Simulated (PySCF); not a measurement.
# Electron correlation in As (arsenic, neutral)

[Ar] 3d10 4s2 4p3, high-spin 4S determinant. All numbers are calculated (PySCF 2.14, scalar relativity by spin-free X2C-1e, in x2c-TZVPall (6s5p4d1f, 48 functions)). Frozen: [Ar] 3d10; 5 electrons correlated.

MP2 pair energies summed by pair of shells (mhartree):

```
 pair  energy  share (%)
4s-4p  -45.46       64.8
4p-4p  -15.17       21.6
4s-4s   -9.49       13.5
```

Total MP2 correlation energy: -70.12 mhartree.

Same-spin part -19.00 and opposite-spin part -51.12 mhartree; SCS-MP2 scales them by 1/3 and 6/5 to -67.68 mhartree.

| level | correlation energy (mhartree) |
| --- | --- |
| CCSD | -84.02 |
| (T) | -2.70 |
| CCSD(T) | -86.72 |

Diagnostics: T1 = 0.0030, D1 = 0.0079, largest double amplitude 0.052.

Question: Is a single reference adequate?

Answer: Yes, within this model without spin-orbit coupling: T1 lies below 0.03 and no double amplitude reaches 0.07.
